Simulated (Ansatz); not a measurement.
Total energies of Ga2Te3 (the lowest singlet isomer of a short search) from Ansatz at r2SCAN-D4/def2-TZVP, gas phase (1 Eh = 27.2114 eV = 2625.5 kJ/mol). The reference geometry is relaxed at r2SCAN-D4/def2-SVP.

```xyz
5

Ga   -0.8266   -0.3675   -0.2603
Ga    1.6592    1.3294   -0.6885
Te   -0.5071    0.8476   -2.3561
Te   -1.4181   -1.6991    1.7412
Te    1.0926   -0.1104    1.5637
```

```tsv
state	geometry	energy (Eh)
charge 0 singlet	reference	-4654.26527
charge 1 doublet	reference	-4653.98600
charge 0 triplet	relaxed at r2SCAN-D4/def2-SVP	-4654.25542
charge 0 quintet	relaxed at r2SCAN-D4/def2-SVP	-4654.20622
free Ga atom (doublet)	–	-1924.78964
free Te atom (triplet)	–	-268.08831
```

In the def2 sets Te takes a core potential; there is no spin–orbit coupling.

Task: Work out the vertical ionisation energy to the doublet.

Result: E(charge 1 doublet) − E(charge 0 singlet) = -4653.98600 − (-4654.26527) = 0.27927 Eh = 7.60 eV. For comparison, −ε of the highest occupied level is 5.49 eV at this level, 2.11 eV less.

Task: Which of the charge 0 states is lowest, and how far above it are the others?

Result: The singlet. triplet: -4654.25542 − (-4654.26527) = 0.00985 Eh = 25.9 kJ/mol; quintet: -4654.20622 − (-4654.26527) = 0.05905 Eh = 155.0 kJ/mol. The triplet differs in its bonds from the reference. The quintet differs in its bonds from the reference.

Task: What is the binding energy per atom against free atoms?

Result: Atoms: 2 × (-1924.78964) + 3 × (-268.08831) = -4653.84421 Eh. Binding: -4653.84421 − (-4654.26527) = 0.42106 Eh = 11.46 eV, or 2.29 eV for each of 5 atoms (no zero-point energy, no counterpoise term).

The structure comes from a short search, and lower isomers may exist.
